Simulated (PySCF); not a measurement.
# 19F shieldings along a series

GIAO PBE0/pcSseg-1 on GFN2-xTB geometries (PySCF 2.14, gas phase, non-relativistic):

| SMILES | IAO charge (e) of F | σ(F) (ppm) |
| --- | --- | --- |
| C#CC[C@](F)([SiH2]C)C1CC1 | -0.338 | 403.1 |
| C#CC[C@@](F)(Cl)[SiH2]C | -0.300 | 315.8 |
| C#CC[C@](F)([SiH2]C)C(C)=O | -0.326 | 372.6 |
| C#CC[C@@](F)([SiH2]C)C(=C)C | -0.330 | 376.9 |
| C#CC[C@@](F)(CCl)[SiH2]C | -0.328 | 372.9 |
| C#CC[C@](F)(C#CC)[SiH2]C | -0.331 | 365.3 |
| C#CC[C@@](F)(CC#N)[SiH2]C | -0.328 | 378.9 |
| C#CC[C@](F)(CC)[SiH2]C | -0.342 | 380.7 |
| C#CC[C@@](F)([SiH2]C)SC | -0.326 | 362.6 |

(1) Fit σ(F) as a line in the IAO charge of F. How well does it hold?

(2) A further member, `C#CC[C@H](F)[SiH2]C`, has x = -0.334. What does the line predict, and what does the calculation give?

Results:

(1) σ = -228.1 − 1824.8 x, with x in e; correlation -0.92, rms deviation 8.8 ppm, largest 15.3 ppm at `C#CC[C@](F)(CC)[SiH2]C`. A charge says how many electrons sit at the atom, not how easily they circulate, so such a line holds only within like compounds.

(2) The line gives 381.4 ppm; the calculation 413.9 ppm, a difference of 32.5 ppm, outside the usual scatter of the fit.
